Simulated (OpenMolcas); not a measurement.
**Mo4+: moving or changing the point charges**

Mo4+ among 8 point charges of -1.2 e arranged as a cube (Oh), 2.02 Å from the ion.

```yaml
Program: OpenMolcas
Method: CASSCF
Basis: ANO-RCC-VDZP [6s5p3d1f]
Scalar_Hamiltonian: DKH2, point nucleus
Active_space: 2 electrons in 5 orbitals (4d)
State_averaging: 2S+1 = 3 even, 10 roots; 2S+1 = 1 even, 15 roots
Spin-orbit_coupling: state interaction with AMFI integrals over the reference wave functions
```

Runs around this geometry, states (labels of O, the rotations of Oh). Energies in cm-1 above the lowest state or level, χT in cm3 K/mol; 10Dq and B are least-squares fits to the states below 45000 cm-1, weighted by degeneracy, with a free offset, and given where the rms deviation is under 5 % of |10Dq| (or 100 cm-1) and under 700 cm-1; 10Dq is negative for this site.

| R (Å) | q (e) | Ground state | First state of that spin | 10Dq | B (rms of fit) | First gap with spin-orbit (degeneracies) | χT at 300 K | First state of another spin |
| --- | --- | --- | --- | --- | --- | --- | --- | --- |
| 2.02 | -0.6 | 3A2 | 3T2 3028 | -3114 | 860 (38) | 2671 (3, 2) | 0.314 | 1E 12625 |
| 1.92 | -1.2 | 3A2 | 3T2 7893 | -8267 | 843 (116) | 7607 (3, 2) | 0.648 | 1E 12790 |
| 2.02 | -1.2 | 3A2 | 3T2 6185 | -6455 | 852 (92) | 5916 (3, 2) | 0.564 | 1E 12824 |
| 2.25 | -1.2 | 3A2 | 3T2 3666 | -3801 | 861 (54) | 3333 (3, 2) | 0.373 | 1E 12712 |

Taking |10Dq| as R^-n, n = -ln(3801 / 8267) / ln(2.25 / 1.92) = 4.9 between the shortest and longest distance. The point-charge formula for a cubic d site gives n = 5.

Scaling the charges by -0.6 / -1.2 = 0.50 scales |10Dq| by 3114 / 6455 = 0.48; with fixed orbitals a first-order splitting would follow the charge.

Without dynamic correlation the repulsion within the d shell is too large (B by tens of per cent), so at a given field states of lower spin stand too high. This is an electrostatic model: the charges have no orbitals. No measured value stands beside these numbers.
